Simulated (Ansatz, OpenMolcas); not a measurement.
The same job for Ansatz

This OpenMolcas 26.06 job computes GeSiH6 (SMILES [SiH3][GeH3]):

struct.xyz:
```
8

Si    -0.516700     0.386500    -1.010200
Ge     0.529700    -0.393800     0.977400
H     -1.894900     0.857200    -0.710900
H     -0.590800    -0.708400    -2.013300
H      0.260800     1.514500    -1.587400
H      0.619100     0.733600     2.019400
H      1.954300    -0.890500     0.679100
H     -0.269300    -1.556200     1.590100
```

job.inp:
```
* GeH6Si Kohn-Sham DFT

&GATEWAY
  BasLib=$CurrDir
  Coord=struct.xyz
  Basis=cc-pVDZ
  Group=NoSym

&SEWARD
  GridInput
  Grid=UltraFine
  End of Grid

&SCF
  KSDFT=BLYP
  Thresholds=1e-10 1e-07 1e-07 1e-05
  PrOrbitals=1 2

&ALASKA
```

```bash
$ export MOLCAS_MEM=1860
$ pymolcas job.inp > job.log
```

(Basis files named in the input come from the Basis Set Exchange and aren't shown.)

Geometry: relaxed at PBE0-D4/def2-TZVP.

It gives a total energy of -2370.076297 Eh.

Question: How is this level of theory, on these atoms, set up in Ansatz 0.2.0 as an input file of the program's own, asking for the energy?

Answer: This input was run:

molecule.yaml:
```yaml
basis:
  gaussian:
    orbitals: cc-pVDZ
crystal:
  periodic: [false, false, false]
  atoms:
    - {symbol: Si, position_ang: [-0.516700, 0.386500, -1.010200]}
    - {symbol: Ge, position_ang: [0.529700, -0.393800, 0.977400]}
    - {symbol: H, position_ang: [-1.894900, 0.857200, -0.710900]}
    - {symbol: H, position_ang: [-0.590800, -0.708400, -2.013300]}
    - {symbol: H, position_ang: [0.260800, 1.514500, -1.587400]}
    - {symbol: H, position_ang: [0.619100, 0.733600, 2.019400]}
    - {symbol: H, position_ang: [1.954300, -0.890500, 0.679100]}
    - {symbol: H, position_ang: [-0.269300, -1.556200, 1.590100]}
hamiltonian:
  xc: {name: BLYP}
output: {orbitals: {seedname: orbitals}}
accuracy: high
```

```bash
$ ansatz run molecule.yaml --threads 1 --pin off --max-ram 3480MiB --events-out events.jsonl --progress --plain --runs-dir runs
```

Its energy is -2370.076298 Eh, the same as the first but for the last digit, at most.
